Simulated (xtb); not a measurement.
C$_{4}$H$_{10}$O$_{2}$ (SMILES COCC(C)O), singlet, at a GFN2-xTB geometry. Base run: GFN2-xTB (xtb).

Geometry (Å):
```xyz
16

C      2.5495     0.5433    -0.2461
O      1.3835    -0.1000     0.1956
C      0.2399     0.2405    -0.5597
C     -0.9550    -0.5034     0.0481
C     -2.2448    -0.1900    -0.6984
O     -1.1198    -0.1311     1.3964
H      2.4524     1.6340    -0.1766
H      3.3558     0.2077     0.4029
H      2.7805     0.2768    -1.2847
H      0.0653     1.3262    -0.5122
H      0.3739    -0.0472    -1.6127
H     -0.7431    -1.5842    -0.0105
H     -2.4419     0.8780    -0.6603
H     -2.1713    -0.5078    -1.7344
H     -3.0699    -0.7092    -0.2203
H     -0.2484    -0.1680     1.8095
```
Charge 0, spin multiplicity 1.
All else is at xtb's defaults.
Base energy -21.78143 Eh.

Each row names what was changed in the base input (with any setting that the change needs).

```json
[
 {"change": "base", "ΔE vs base (kJ/mol)": "0.00", "HOMO-LUMO gap (eV)": "11.38", "dipole (D)": "2.53", "G_solv (kcal/mol)": "-", "SCF cycles": "10"},
 {"change": "alpb = dmso", "ΔE vs base (kJ/mol)": "-33.1", "HOMO-LUMO gap (eV)": "11.43", "dipole (D)": "2.65", "G_solv (kcal/mol)": "-8.29", "SCF cycles": "10"},
 {"change": "etemp = 5000", "ΔE vs base (kJ/mol)": "0.00", "HOMO-LUMO gap (eV)": "11.38", "dipole (D)": "2.53", "G_solv (kcal/mol)": "-", "SCF cycles": "10"},
 {"change": "acc = 0.0001", "ΔE vs base (kJ/mol)": "0.00", "HOMO-LUMO gap (eV)": "11.38", "dipole (D)": "2.53", "G_solv (kcal/mol)": "-", "SCF cycles": "17"},
 {"change": "etemp = 1000", "ΔE vs base (kJ/mol)": "0.00", "HOMO-LUMO gap (eV)": "11.38", "dipole (D)": "2.53", "G_solv (kcal/mol)": "-", "SCF cycles": "10"},
 {"change": "alpb = chcl3", "ΔE vs base (kJ/mol)": "-29.7", "HOMO-LUMO gap (eV)": "11.48", "dipole (D)": "2.77", "G_solv (kcal/mol)": "-7.54", "SCF cycles": "10"}
]
```

ALPB and GBSA are two models with their own fitted parameters for each solvent, which aren't always the measured dielectric constant.
